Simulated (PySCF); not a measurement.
**`N#C[C@@H]1[C@H](S)C12CC2`, C$_{6}$H$_{7}$NS**

Molfile (atoms numbered from 1):
```
C6H7NS
     RDKit          3D

 15 16  0  0  0  0  0  0  0  0999 V2000
   -1.9250    2.4232   -0.3897 N   0  0  0  0  0  0  0  0  0  0  0  0
   -1.3514    1.4919   -0.7287 C   0  0  0  0  0  0  0  0  0  0  0  0
   -0.6206    0.3355   -1.1054 C   0  0  2  0  0  0  0  0  0  0  0  0
   -0.8639   -0.9879   -0.3725 C   0  0  2  0  0  0  0  0  0  0  0  0
   -2.1519   -1.1668    0.8758 S   0  0  0  0  0  0  0  0  0  0  0  0
    0.3637   -0.2230   -0.1215 C   0  0  0  0  0  0  0  0  0  0  0  0
    1.8247   -0.4438   -0.0538 C   0  0  0  0  0  0  0  0  0  0  0  0
    1.1022    0.2961    1.0493 C   0  0  0  0  0  0  0  0  0  0  0  0
   -0.3933    0.2858   -2.1656 H   0  0  0  0  0  0  0  0  0  0  0  0
   -0.8218   -1.8926   -0.9656 H   0  0  0  0  0  0  0  0  0  0  0  0
   -2.0205    0.0526    1.3934 H   0  0  0  0  0  0  0  0  0  0  0  0
    2.4620    0.1229   -0.7171 H   0  0  0  0  0  0  0  0  0  0  0  0
    2.1800   -1.4443    0.1466 H   0  0  0  0  0  0  0  0  0  0  0  0
    0.9630   -0.2047    1.9967 H   0  0  0  0  0  0  0  0  0  0  0  0
    1.2485    1.3631    1.1362 H   0  0  0  0  0  0  0  0  0  0  0  0
  1  2  3  0
  2  3  1  0
  3  4  1  0
  4  5  1  0
  4  6  1  0
  6  7  1  0
  7  8  1  0
  6  3  1  0
  8  6  1  0
  3  9  1  6
  4 10  1  6
  5 11  1  0
  7 12  1  0
  7 13  1  0
  8 14  1  0
  8 15  1  0
M  END
```

Computed with PySCF 2.14.0, TDDFT wB97X-D/def2-SVPD circular dichroism and optical rotation, one conformer, gas phase. Geometry: GFN2-xTB.

The molecule is flexible and this is one conformer; a measurement averages over conformers.

Stereocentres: C3 R, C4 S.

(1) What is the specific rotation at 633, 589.3, 546, 436, 405, 365, 355 nm?

(2) And for the mirror image at 589.3 nm?

(3) What is the molar rotation [Φ] = [α]·M/100 of the geometry above at 589.3 nm?

## Answers

(1) [α] in deg dm⁻¹ (g/mL)⁻¹:
```csv
λ (nm),origin-invariant length gauge,modified velocity gauge,length gauge (centre of mass),isotropic polarisability (au)
633,+22.1,+13.9,+22.6,91.0
589.3,+26.7,+17.1,+27.3,91.3
546,+33.0,+21.5,+33.6,91.7
436,+66.3,+46.1,+67.3,93.5
405,+86.4,+61.8,+87.5,94.3
365,+131.2,+97.8,+132.4,95.7
355,+148.4,+111.9,+149.6,96.2
```

(2) -26.7 deg dm⁻¹ (g/mL)⁻¹ (origin-invariant length gauge): the same size and the opposite sign.

(3) With M = 125.19 g/mol, +33.5 deg cm² dmol⁻¹ (origin-invariant length gauge).

The first excitation lies at 5.59 eV (222 nm) with R = +9.4 × 10⁻⁴⁰ esu² cm² (velocity form).
